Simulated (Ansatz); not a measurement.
A made-up structure of CH₃NTe, singlet:

N1  (-1.259, 0.281, -0.739)
C2  (-0.151, -0.033, -0.236)
Te3  (0.331, 0.609, 1.712)
H4  (-1.363, -0.093, -1.682)
H5  (-1.860, 0.543, 0.043)
H6  (1.812, -0.134, 1.663)
(Å)

It is relaxed with PBE-D4/def2-SVP and then PBE0-D4/def2-TZVP (Ansatz 0.2.0). Atoms count as bonded within 1.22 times the sum of their covalent radii (H–H: 0.88 Å). The end point is not checked to be a true minimum.

(1) Does its bonding change? (Judge from chemistry; the calculation decides.)

Results:

(1) By the calculation: No: no bond forms or breaks.

Where it ends: The first stage lowers the energy by 0.88 eV in 9 steps. It ends as CH₃NTe ([NH2][C][TeH]):
| atom | x (Å) | y (Å) | z (Å) |
| --- | --- | --- | --- |
| N1 | -1.2286 | 0.2025 | -0.6605 |
| C2 | -0.0166 | -0.0692 | -0.2427 |
| Te3 | 0.3262 | 0.5022 | 1.7500 |
| H4 | -1.4619 | -0.0471 | -1.6125 |
| H5 | -1.9894 | 0.6416 | -0.1473 |
| H6 | 1.8796 | -0.0575 | 1.6734 |

Labels in which every atom is bracketed show which atoms are joined, not bond orders.

For scale, one of the runs: PBE0-D4/def2-TZVP relaxation, 130 basis functions, launched by `ansatz run in.yaml --threads 2 --pin off --events-out ev --progress --plain --max-ram 4352MiB`. Hardware: 2 CPU threads of an Arm Neoverse V2, shared host. Wall time about 19 s.
